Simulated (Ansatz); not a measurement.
Start from `COB(O)OC` and change one atom or group to get `COB(O)O[SiH3]`.

Ansatz, PBE0-D4/def2-TZVP geometries, multiplicity 1. Each molecule was computed in one conformer, which needn't be the lowest.

```
                                          property  `COB(O)OC`
               LUMO energy (B3LYP/def2-TZVPP) / eV        0.56
             HOMO energy (ωB97M-V/def2-TZVPP) / eV      -10.54
size of the dipole moment (ωB97M-V/def2-TZVPP) / D        0.28
               HOMO–LUMO gap (PBE/def2-TZVPP) / eV        6.64
                LUMO energy (PBE0/def2-TZVPP) / eV        0.92
           HOMO–LUMO gap (ωB97M-V/def2-TZVPP) / eV       12.75
```

**Question.** Give the same properties after the change, and the shifts. (Estimate.)

**Answer.** The calculation gave: 
```json
{"property": "LUMO energy (B3LYP/def2-TZVPP) / eV", "`COB(O)O[SiH3]`": "0.00", "shift": "-0.56"}
{"property": "HOMO energy (ωB97M-V/def2-TZVPP) / eV", "`COB(O)O[SiH3]`": "-11.02", "shift": "-0.48"}
{"property": "size of the dipole moment (ωB97M-V/def2-TZVPP) / D", "`COB(O)O[SiH3]`": "3.07", "shift": "2.79"}
{"property": "HOMO–LUMO gap (PBE/def2-TZVPP) / eV", "`COB(O)O[SiH3]`": "6.57", "shift": "-0.07"}
{"property": "LUMO energy (PBE0/def2-TZVPP) / eV", "`COB(O)O[SiH3]`": "0.29", "shift": "-0.63"}
{"property": "HOMO–LUMO gap (ωB97M-V/def2-TZVPP) / eV", "`COB(O)O[SiH3]`": "12.78", "shift": "0.03"}
```

With PBE0 the HOMO falls by 0.53 eV and the LUMO falls by 0.63 eV, so the gap narrows by about 0.10 eV. PBE moves the HOMO by -0.59 eV and ωB97M-V by -0.48 eV. Dipoles are sizes alone; their direction can turn.

B3LYP here is the variant with VWN-RPA as its local correlation; programs differ in this.
